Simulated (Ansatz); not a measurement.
`[F][Sn]([F])([SiH3])[SiH3]` + `CB(O)F` → `CB(F)O[SiH3]` + `[F][SnH]([F])[SiH3]`  (cleavage of the Si–Sn bond)

Gas-phase electronic energies from Ansatz, PBE0-D4/def2-TZVP geometries. CCSD(T)/CBS adds triple-zeta CCSD(T) − MP2 to the extrapolated MP2 energy (def2 sets, frozen cores). Functionals use def2-TZVPP. B3LYP here is the variant with VWN-RPA as its local correlation; programs differ in this. HSE06 is defined as in plane-wave codes. def2 core potentials past Kr. For Sn outer-core shells are correlated without core-valence functions, which leaves a few kJ/mol of doubt a bond. Each species was taken in one conformer, which may not be the lowest.

| level | ΔE (kJ/mol) | difference from CCSD(T)/CBS |
| --- | --- | --- |
| PBE-D4 | -26.1 | 23.8 |
| revPBE-D4 | -28.9 | 21.0 |
| r2SCAN-D4 | -45.1 | 4.8 |
| PBE0-D4 | -35.0 | 14.9 |
| B3LYP-D4 | -47.4 | 2.5 |
| ωB97M-V | -51.9 | -2.0 |
| revPBE | -25.3 | 24.6 |
| BLYP | -41.3 | 8.6 |
| PBE0 | -35.7 | 14.2 |
| r2SCANh | -46.6 | 3.3 |
| HSE06 | -35.3 | 14.6 |
| BHLYP | -60.8 | -10.9 |
| HF/def2-TZVPP | -76.9 | -27.0 |
| MP2/def2-TZVPP | -54.3 | -4.4 |
| CCSD(T)/def2-TZVPP | -52.7 | -2.8 |
| HF/def2-QZVPP | -79.4 | -29.5 |
| CCSD(T)/CBS | -49.9 | 0 |

(1) What do rigid-rotor, harmonic-oscillator terms from PBE0-D4/def2-TZVP frequencies (298.15 K, 1 bar) make of the CCSD(T)/CBS value? (Best estimate.)

Largest T1 diagnostic among the species: 0.015.

Answers

(1) Ansatz gave: ΔZPE = -6.8 kJ/mol, ΔH = -58.1 kJ/mol, ΔS = 5 J/(mol·K), ΔG = -59.7 kJ/mol. Modes under 50 cm⁻¹ make the entropy rough.

From r2SCAN to r2SCAN0 (25 % exact exchange), in def2-TZVPP and without D4, ΔE moves by −3.3 kJ/mol. In def2-TZVPP, CCSD(T) changes the Hartree–Fock value by +24.2 kJ/mol (the triples alone add +3.4 kJ/mol) and MP2 by +22.6 kJ/mol.

CCSD(T)/CBS has its own doubt, a few kJ/mol and more with outer-core shells, so smaller differences from it don't rank the levels.
